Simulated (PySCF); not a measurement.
Vertical excitations of a molecule C₂H₆AlClO from TDA-PBE/def2-SVPD (PySCF), as energy in eV (oscillator strength): 5.34 (0.001), 5.70 (0.025), 5.92 (0.021), 6.12 (0.084), 6.31 (0.009), 6.88 (0.024), 6.96 (0.054), 7.05 (0.003), 7.09 (0.005), 7.16 (0.028). Lowest triplet (TDA): 5.08 eV. Geometry optimised at ωB97X-D3(BJ)/def2-SVP. The values are those of a single conformer.

Which structure fits?
A. C[O][Al]([CH3])[Cl]
B. C[CH2][Al]([OH])[Cl]
C. CC[O][AlH][Cl]

C, CC[O][AlH][Cl]
